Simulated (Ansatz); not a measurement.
The cluster ZnCl3. The state is a doublet with charge 0. Geometry PBE-D4/def2-SVPD, that of the charge -1 singlet; atoms count from 1.

Cartesian coordinates in Å:
```
Zn 0.000 0.000 0.000
Cl -1.025 -1.695 -1.050
Cl 1.854 -0.383 1.201
Cl -0.828 2.078 -0.152
```

The structure comes from a short search, and lower isomers may exist.

Question: Estimate the Mulliken populations from the PBE0/def2-TZVPD orbitals of Ansatz.

Answer: 
| atom | charge (e) | spin (α − β) | d electrons |
| --- | --- | --- | --- |
| Zn1 | 0.49 | -0.06 | 10.14 |
| Cl2 | -0.16 | 0.35 | – |
| Cl3 | -0.16 | 0.35 | – |
| Cl4 | -0.16 | 0.35 | – |
Mulliken values depend strongly on the basis. With diffuse functions, as here, like atoms can get unlike values, and bond orders can come out too low or too high.

Question: Where does the spin sit?

Answer: Summed by element: Zn -0.06, Cl 1.06, of 1 unpaired in all. Largest on single atoms: Cl2 0.35, Cl4 0.35, Cl3 0.35.

Question: And the Mayer bond orders between heavy atoms (over 0.3)?

Answer: Zn1–Cl2 0.80 (2.24 Å); Zn1–Cl3 0.80 (2.24 Å); Zn1–Cl4 0.80 (2.24 Å).
